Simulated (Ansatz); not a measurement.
Species: S2O, net charge 0, singlet state. SMILES: [S+]([O-])=S
Structure (B3LYP-D3(BJ)/def2-TZVP (Ansatz, a program for electronic structure) minimum search):
```xyz
3

S     -1.2713    -0.2700    -0.0085
S      0.6249    -0.2533     0.0083
O      1.2928     1.0466     0.0004
```
Charge 0, spin multiplicity 1.

Parts of the frozen-core correlation energy in STO-3G (Ansatz, hartree). Frozen orbitals: 11; correlated occupied orbitals by spin: 9 and 9; virtual: 3 and 3. No spin-orbit coupling. No relativistic terms. The restricted reference is unstable. The program attaches cautions to this run: large difference.

```csv
term,value
reference (HF),-860.00696
MP2 opposite-spin,-0.12655
MP2 same-spin,-0.03674
CCSD correlation,-0.16923
(T),-0.01526
FCI minus CCSD(T),-0.00236
T1 diagnostic,0.034
largest doubles amplitude,0.318
```
